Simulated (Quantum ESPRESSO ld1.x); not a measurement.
Charge is removed step by step from the 4d5/2 level of neutral palladium, starting from [Kr] 4d(3/2: 4, 5/2: 6). Calculated with ld1.x of Quantum ESPRESSO 7.5: Dirac Kohn-Sham, BLYP, spin-unpolarised, spherical densities, point nucleus.

| removed (e) | E - E(0) (eV) | eigenvalue (eV) | E minus straight line (eV) |
|---|---|---|---|
| 0 | 0.000 | -3.859 | 0.000 |
| 0.125 | 0.554 | -5.021 | -0.557 |
| 0.25 | 1.257 | -6.231 | -0.965 |
| 0.375 | 2.114 | -7.486 | -1.220 |
| 0.5 | 3.131 | -8.784 | -1.315 |
| 0.625 | 4.312 | -10.121 | -1.245 |
| 0.75 | 5.662 | -11.496 | -1.005 |
| 0.875 | 7.187 | -12.906 | -0.592 |
| 1 | 8.890 | -14.351 | 0.000 |

Removing the whole electron costs 8.890 eV by Delta-SCF, against 3.859 eV from minus the eigenvalue at the starting occupation. Slater's transition state (half an electron removed) gives 8.784 eV. Integrating minus the eigenvalue over the occupation (Janak's theorem) gives 8.890 eV. The mean slope of the eigenvalue, de/dn, is 10.5 eV per electron. Ionisation energy of Pd in the NIST Atomic Spectra Database: 8.337 eV (measured).

Beside tabulated values, note that spin-unpolarised runs miss the spin-polarisation part of the exchange energy of open shells.
